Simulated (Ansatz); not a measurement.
H4HfO4, charge +1, doublet, at the geometry of the source list (the multiplicity is a formal guess) (core potentials on Hf); PBE0/def2-SVP (Ansatz, an electronic-structure program).

The Ansatz input:
Ansatz 0.2 input:
```yaml
crystal:
  periodic: [false, false, false]
  atoms:
    - {symbol: Hf, position_ang: [0.03150000, -0.21370000, -0.03530000]}
    - {symbol: O, position_ang: [1.54540000, -0.43880000, -1.10870000]}
    - {symbol: H, position_ang: [2.14800000, 0.31340000, -1.13200000]}
    - {symbol: O, position_ang: [0.44270000, 0.01220000, 1.77320000]}
    - {symbol: H, position_ang: [0.34870000, 0.93750000, 2.02920000]}
    - {symbol: O, position_ang: [-0.61720000, 1.44510000, -0.60730000]}
    - {symbol: H, position_ang: [-1.08080000, 1.38450000, -1.45360000]}
    - {symbol: O, position_ang: [-1.31010000, -1.51260000, -0.15670000]}
    - {symbol: H, position_ang: [-1.50840000, -1.92750000, 0.69120000]}
basis:
  gaussian:
    orbitals: def2-SVP
hamiltonian:
  xc: pbe0
total_charge: 1
magnetization: {spin_polarized: true, initial_magnetization: 1}
```

Task: What does Ansatz print? Leave out banner, timings and long lists.

Result: 
```
Functional definition: PBE0
1048 factors; integrals over basis functions are off by at most 9.1e-4 eV
mean field evaluation 1: about -9518.2395 eV, gradient 7.8e1 eV
mean field evaluation 2: about -9469.2729 eV, gradient 1.4e2 eV
mean field evaluation 4: about -9537.4371 eV, gradient 2.1e1 eV
mean field evaluation 8: about -9539.3663 eV, gradient 1.3e0 eV
mean field evaluation 16: about -9539.3755 eV, gradient 6.4e-2 eV
mean field evaluation 32: about -9539.3870 eV, gradient 7.7e-4 eV
mean field evaluation 64: about -9539.0245 eV, gradient 3.0e0 eV
mean field -9539.38699853 eV, -350.5660061674 hartree, gradient 9.6e-6 eV, S^2 0.763467; 7 other end points of the search recorded, 0 dependent functions left out
reference -9539.38706233 eV, -350.5660085118 hartree; 24, 23 occupied and 84, 85 virtual orbitals, 1048 factors
Total energy: -9539.38706233 eV, -350.5660085118 hartree
```
